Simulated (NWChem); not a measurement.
Two isomers of C2H7AlO2, each optimised at PBE0/def2-SVP with NWChem. Flexible species stand in one conformer each, which need not be the lowest. One or both are not confirmed as a minimum by frequencies.

A: C[O][Al]([CH3])[OH]
B: [AlH]([OH])[O]CC

Which is lower in energy, by how much, and how do their other properties compare?

A is lower by 6.8 kcal/mol in electronic energy.
|  | A | B |
|---|---|---|
| highest occupied level (eV) | -7.80 | -7.87 |
| orbital gap (eV) | 8.09 | 8.04 |
| dipole (D) | 1.47 | 1.72 |
